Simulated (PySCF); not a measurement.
Isomers of C8H6ClN. Computed with PySCF 2.14.0, PBE0-D3(BJ)/def2-SVP geometry optimisation, gas phase. Energies are electronic, without zero-point or thermal terms, for one conformer each. No frequencies were run at this level. Point groups hold within 0.08 Å.

**Question.** Order them by energy at this level, lowest first, and give relative energies in kJ/mol.
A. `ClC1=C2NC=CC2=CC=C1` (7-chloroindole)
B. 4-chloroindole, `Clc1cccc2[nH]ccc12`

**Answer.** A (0.0), B (0.5).

Neighbours under 10 kJ/mol apart (Clc1cccc2cc[nH]c12 and Clc1cccc2[nH]ccc12) can change places with a better method, another conformer or zero-point energy.

```
            SMILES      E (Eh)  E rel (kJ/mol)  dipole (D)  point group      A, B, C (MHz)
Clc1cccc2cc[nH]c12  -822.46738             0.0        1.65           Cs  1790, 1158, 703.2
Clc1cccc2[nH]ccc12  -822.46720             0.5        3.66           Cs  1837, 1113, 693.2
```

**Question.** As an exercise, what shares would exp(−E/RT) give at 500 K from these electronic energies alone (no entropy, no degeneracies)?

**Answer.** RT = 4.157 kJ/mol: Clc1cccc2cc[nH]c12 52.9 %, Clc1cccc2[nH]ccc12 47.1 %.
